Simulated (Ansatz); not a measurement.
`C=C([SiH3])CC` → `C=C(C)[SiH3]` + `[CH2]` (triplet) at 700 K and 1 bar (formal loss of a carbene).

Gas-phase electronic energies from Ansatz, PBE0-D4/def2-TZVP geometries. CBS: MP2 limit from def2 TZ/QZ plus the TZ coupled-cluster correction, frozen cores. This one scheme is used for every species. Triplets are unrestricted, without spin–orbit coupling. Each species was taken in one conformer, which may not be the lowest.

| species | CCSD(T)/CBS energy (Eh) | H − E (kJ/mol) | S (J/(mol·K)) |
| --- | --- | --- | --- |
| `C=C([SiH3])CC` | -447.28557 | 417.4 | 495.6 |
| `C=C(C)[SiH3]` | -408.02495 | 325.4 | 435.8 |
| `[CH2]` (triplet) | -39.09499 | 70.4 | 226.8 |

H − E and S are ideal-gas, rigid-rotor, harmonic terms from PBE0-D4/def2-TZVP, for one conformer and one mirror image of each species, with the whole ground term of open shells counted as degenerate. 1 Eh = 2625.50 kJ/mol, R = 8.31446 J/(mol·K).

Problem. By hand: ΔE, ΔH, ΔS and ΔG.

Solution. ΔE = (-408.02495) + (-39.09499) − (-447.28557) = 0.16563 Eh = 434.9 kJ/mol. Δ(H − E) = 325.4 + 70.4 − 417.4 = -21.6, so ΔH = 413.3 kJ/mol. ΔS = 435.8 + 226.8 − 495.6 = 167.0 J/(mol·K). ΔG = 413.3 − 700 × (167.0)/1000 = 296.4 kJ/mol.

Problem. By hand: the equilibrium constant, and the temperature at which ΔG would vanish if ΔH and ΔS stayed fixed.

Solution. log₁₀ K = −ΔG/(RT ln 10) = -22.1. ΔG = 0 at ΔH/ΔS = 2475 K.

The number of gas molecules changes by +1, which sets the sign of ΔS. A doubt of 5 kJ/mol in ΔE shifts log₁₀ K by 0.4 here. Other conformers and mirror images would add mixing entropy, several J/(mol·K) or more a flexible species. Modes under 60 cm⁻¹, often nearly free rotors, make the harmonic entropy too high. A triplet takes part, so the spin changes. These are equilibria of isolated gas molecules and say nothing of rates. Largest T1 diagnostic: 0.011 (customary marks: 0.02 for closed shells, 0.045 for open ones).
